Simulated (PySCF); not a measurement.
Vertical excitations of a molecule C4H8OSi from TDDFT-PBE/def2-SVPD (PySCF), as energy in eV (oscillator strength): 5.62 (0.001), 5.73 (0.038), 5.80 (0.001), 6.09 (0.001), 6.13 (0.044), 6.23 (0.001), 6.29 (0.001), 6.41 (0.002), 6.58 (0.003), 6.71 (0.043). Lowest triplet (TDA): 4.81 eV. Geometry: PBE0-D3(BJ)/def2-SVP. Other conformers were not sampled.

Task: Pick the molecule that these values belong to.
A) C#CCCO[SiH3]
B) C=C/C=C/[SiH2]O
C) OCCC#C[SiH3]
D) C=CCC(=O)[SiH3]

Result: C, OCCC#C[SiH3]
